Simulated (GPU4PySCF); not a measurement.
PVDF trimer (C7H10F6), SMILES FC(C)(CC(F)(CC(C)(F)F)F)F. Atoms are numbered in the order given.

```xyz
23

C      2.8485     1.1162     0.1608
C      2.5458    -0.3443     0.3530
F      2.5258    -0.6282     1.6934
F      3.5871    -1.0849    -0.1631
C      1.2826    -0.9024    -0.2861
C      0.0021    -0.1219    -0.0584
F      0.0479     1.0418    -0.7852
F     -0.0886     0.2685     1.2546
C     -1.2326    -0.9222    -0.4267
C     -2.5345    -0.1461    -0.5621
C     -2.9065     0.8068     0.5402
F     -2.5264     0.5263    -1.7560
F     -3.5270    -1.0947    -0.6823
H      2.0915     1.7212     0.6503
H      2.8683     1.3572    -0.8989
H      3.8216     1.3213     0.6005
H      1.1561    -1.9161     0.0912
H      1.4414    -0.9597    -1.3612
H     -1.0624    -1.4268    -1.3765
H     -1.3675    -1.6826     0.3401
H     -2.1907     1.6218     0.5856
H     -2.9176     0.2876     1.4950
H     -3.8972     1.2014     0.3274
```
Charge 0, spin multiplicity 1.

Geometry: ωB97M-D3(BJ)/def2-TZVP. Other conformers were not sampled.

Two levels are set side by side: PBE-D3(BJ)/def2-TZVP (GPU4PySCF) and ωB97M-D3(BJ)/def2-TZVP (GPU4PySCF). Each level has its own optimised geometry; the coordinates shown are those of the second. Frequencies come from the Hessian of GPU4PySCF at each geometry. Differences are taken from unrounded values.

```json
[
 {"quantity": "mean bond length (Å)", "ωB97M-D3(BJ)": "1.282"},
 {"quantity": "bond C1–C2 (Å)", "ωB97M-D3(BJ)": "1.504"},
 {"quantity": "bond C2–F3 (Å)", "ωB97M-D3(BJ)": "1.370"},
 {"quantity": "bond C2–F4 (Å)", "ωB97M-D3(BJ)": "1.378"},
 {"quantity": "bond C2–C5 (Å)", "ωB97M-D3(BJ)": "1.522"},
 {"quantity": "bond C5–C6 (Å)", "ωB97M-D3(BJ)": "1.517"},
 {"quantity": "bond C6–F7 (Å)", "ωB97M-D3(BJ)": "1.373"},
 {"quantity": "bond C6–F8 (Å)", "ωB97M-D3(BJ)": "1.373"},
 {"quantity": "bond C6–C9 (Å)", "ωB97M-D3(BJ)": "1.517"},
 {"quantity": "bond C9–C10 (Å)", "ωB97M-D3(BJ)": "1.522"},
 {"quantity": "bond C10–C11 (Å)", "ωB97M-D3(BJ)": "1.504"},
 {"quantity": "bond C10–F12 (Å)", "ωB97M-D3(BJ)": "1.370"},
 {"quantity": "bond C10–F13 (Å)", "ωB97M-D3(BJ)": "1.378"},
 {"quantity": "bond C1–H14 (Å)", "ωB97M-D3(BJ)": "1.086"},
 {"quantity": "bond C1–H15 (Å)", "ωB97M-D3(BJ)": "1.087"},
 {"quantity": "bond C1–H16 (Å)", "ωB97M-D3(BJ)": "1.087"},
 {"quantity": "bond C5–H17 (Å)", "ωB97M-D3(BJ)": "1.089"},
 {"quantity": "highest harmonic wavenumber (cm⁻¹)", "ωB97M-D3(BJ)": "3188"},
 {"quantity": "mean harmonic wavenumber (cm⁻¹)", "ωB97M-D3(BJ)": "1191"},
 {"quantity": "zero-point energy (kcal/mol)", "ωB97M-D3(BJ)": "107.22"}
]
```

**Question.** What does PBE-D3(BJ) give, and how far is it from ωB97M-D3(BJ)? (The exact figures need the calculation; the answer reports its results.)

**Answer.** 
```tsv
quantity	PBE-D3(BJ)	PBE-D3(BJ) minus ωB97M-D3(BJ)
mean bond length (Å)	1.293	0.011
bond C1–C2 (Å)	1.509	0.005
bond C2–F3 (Å)	1.385	0.015
bond C2–F4 (Å)	1.394	0.016
bond C2–C5 (Å)	1.530	0.008
bond C5–C6 (Å)	1.525	0.008
bond C6–F7 (Å)	1.388	0.015
bond C6–F8 (Å)	1.388	0.015
bond C6–C9 (Å)	1.525	0.008
bond C9–C10 (Å)	1.530	0.008
bond C10–C11 (Å)	1.509	0.005
bond C10–F12 (Å)	1.385	0.015
bond C10–F13 (Å)	1.394	0.016
bond C1–H14 (Å)	1.096	0.010
bond C1–H15 (Å)	1.097	0.010
bond C1–H16 (Å)	1.097	0.010
bond C5–H17 (Å)	1.099	0.010
highest harmonic wavenumber (cm⁻¹)	3096	-92
mean harmonic wavenumber (cm⁻¹)	1145	-45
zero-point energy (kcal/mol)	103.15	-4.07
```

GGA bonds tend to be longer and softer than those of functionals with exact exchange. Differences between two approximate levels are no errors against the true value.
